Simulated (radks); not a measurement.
Q: Tm I, configuration [Xe] 4f13 6s2. Method: scalar-relativistic Kohn-Sham, LDA (Slater exchange, Perdew-Wang correlation), spin-polarised, spherical densities, point nucleus; open shells are filled with parallel spins first (spin-orbit coupling, left out, can overturn this in heavy ions); computed with a radial shooting solver on a logarithmic mesh with Libxc functionals. Some entries of the table are withheld. Estimate them.

orbital  occ.  eigenvalue (eV)  <r> (bohr)
1s up       1        -59239.10     0.02002
1s down     1        -59239.10     0.02002
2s up       1        -9995.661     0.08493
2s down     1        -9995.640     0.08492
2p up       3        -8828.824     0.07544
2p down     3        -8828.809     0.07543
3s up       1        -2246.133      0.2212
3s down     1        -2245.679      0.2212
3p up       3        -1892.855      0.2205
3p down     3        -1892.403      0.2204
3d up       5        -1455.906      0.1999
3d down     5        -1455.554      0.1999
4s up       1        -442.2506      0.4981
4s down     1        -441.3537      0.4981
4p up       3        -326.1004      0.5287
4p down     3        -325.2209      0.5288
4d up       5        -171.8748      0.5718
4d down     5        -171.0191      0.5720
5s up       1         -53.7470       1.228
5s down     1         -53.3441       1.231
5p up       3         -27.2005       1.473
5p down     3         -26.9130       1.477
6s up       1          -4.0451         (1)
6s down     1          -4.0208         (2)
4f up       7          -3.6788      0.8059
4f down     6          -2.9433      0.8169

A: 
(1) 6s up <r> (bohr): 3.910
(2) 6s down <r> (bohr): 3.922
